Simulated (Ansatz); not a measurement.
`[NH2][Al]([NH2])[Cl]` + HBr → `[NH2][Al]([Cl])[Br]` + NH₃ at 298.15 K and 1 bar (ligand exchange at the Al–N bond).

Calculated with Ansatz (gas phase, PBE0-D4/def2-TZVP geometries, no zero-point term in ΔE). CCSD(T)/CBS is the MP2 limit (def2-TZVPP, def2-QZVPP) plus CCSD(T) − MP2 in def2-TZVPP, frozen cores. This one scheme is used for every species. For Br outer-core shells are correlated without core-valence functions, which leaves a few kJ/mol of doubt a bond. Scalar relativity is left out up to krypton. Each species was taken in one conformer, which may not be the lowest.

```
               species  CCSD(T)/CBS energy (Eh)  H − E (kJ/mol)  S (J/(mol·K))
`[NH2][Al]([NH2])[Cl]`               -813.76750           159.0          327.3
                   HBr              -2573.91920            24.6          198.6
 `[NH2][Al]([Cl])[Br]`              -3331.20678            93.9          340.4
                   NH₃                -56.50880           100.5          192.4
```

H − E and S are ideal-gas, rigid-rotor, harmonic terms from PBE0-D4/def2-TZVP, for one conformer and one mirror image of each species. 1 Eh = 2625.50 kJ/mol, R = 8.31446 J/(mol·K).

**Question.** By hand: ΔE, ΔH, ΔS and ΔG.

**Answer.** ΔE = (-3331.20678) + (-56.50880) − (-813.76750) − (-2573.91920) = -0.02888 Eh = -75.8 kJ/mol. Δ(H − E) = 93.9 + 100.5 − 159.0 − 24.6 = 10.8, so ΔH = -65.0 kJ/mol. ΔS = 340.4 + 192.4 − 327.3 − 198.6 = 6.9 J/(mol·K). ΔG = -65.0 − 298.15 × (6.9)/1000 = -67.1 kJ/mol.

**Question.** By hand: the equilibrium constant, and the temperature at which ΔG would vanish if ΔH and ΔS stayed fixed.

**Answer.** log₁₀ K = −ΔG/(RT ln 10) = 11.8. ΔH and −TΔS have one sign here, so there is no such temperature.

The number of gas molecules stays the same, so ΔS is small and ΔH decides. A doubt of 5 kJ/mol in ΔE shifts log₁₀ K by 0.9 here. Other conformers and mirror images would add mixing entropy, several J/(mol·K) or more a flexible species. These are equilibria of isolated gas molecules and say nothing of rates. Largest T1 diagnostic: 0.009 (customary marks: 0.02 for closed shells, 0.045 for open ones).

ΔS is within the doubt of such terms, so its sign, and with it that verdict, could turn.
